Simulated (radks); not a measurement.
Problem. All-electron atom: the gallium ion Ga+ in [Ar] 3d10 4s2. Calculated with a radial shooting solver on a logarithmic mesh with Libxc functionals: scalar-relativistic Kohn-Sham, exchange-only LDA, spin-polarised, spherical densities, finite nucleus; Fermi nuclear charge, rms radius 3.9973 fm. Some entries of the table are withheld. Estimate them.

orbital,occ.,eigenvalue (eV),<1/r> (bohr^-1)
1s,2,(1),31.25
2s,2,-1266.473,6.832
2p,6,-1104.597,6.709
3s,2,-154.0879,(2)
3p,6,(3),2.030
3d,10,-26.1145,1.649
4s,2,-15.4455,(4)

Solution. 
(1) 1s eigenvalue (eV): -10216.42
(2) 3s <1/r> (bohr^-1): 2.183
(3) 3p eigenvalue (eV): -105.3270
(4) 4s <1/r> (bohr^-1): 0.5852
